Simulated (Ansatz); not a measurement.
Start from `[OH][Sn]([Cl])([Cl])[Br]` and change one atom or group to get `[OH][SnH]([Cl])[Cl]`.

Ansatz, PBE0-D4/def2-TZVP geometries, multiplicity 1. Each molecule was computed in one conformer, which needn't be the lowest.

Elements past krypton have def2 core potentials. Scalar relativity is left out up to krypton. Spin–orbit coupling is left out; it splits and shifts lone-pair levels of the heavy atoms by tenths of an eV.

```tsv
property	`[OH][Sn]([Cl])([Cl])[Br]`
HOMO energy (PBE0/def2-TZVPP) / eV	-9.15
HOMO–LUMO gap (B3LYP/def2-TZVPP) / eV	5.67
LUMO energy (B3LYP/def2-TZVPP) / eV	-3.19
HOMO–LUMO gap (ωB97M-V/def2-TZVPP) / eV	10.52
HOMO energy (ωB97M-V/def2-TZVPP) / eV	-11.39
HOMO–LUMO gap (PBE0/def2-TZVPP) / eV	6.26
```

Question: What does the change do to each property? (An estimate is asked.)

Answer: Computed: 
```tsv
property	`[OH][SnH]([Cl])[Cl]`	shift
HOMO energy (PBE0/def2-TZVPP) / eV	-9.24	-0.09
HOMO–LUMO gap (B3LYP/def2-TZVPP) / eV	6.80	1.13
LUMO energy (B3LYP/def2-TZVPP) / eV	-2.14	1.05
HOMO–LUMO gap (ωB97M-V/def2-TZVPP) / eV	11.74	1.22
HOMO energy (ωB97M-V/def2-TZVPP) / eV	-11.54	-0.15
HOMO–LUMO gap (PBE0/def2-TZVPP) / eV	7.42	1.16
```

With PBE0 the HOMO falls by 0.09 eV and the LUMO rises by 1.08 eV, so the gap widens by about 1.17 eV. PBE moves the HOMO by 0.13 eV and ωB97M-V by -0.15 eV.

B3LYP here is the variant with VWN-RPA as its local correlation; programs differ in this.
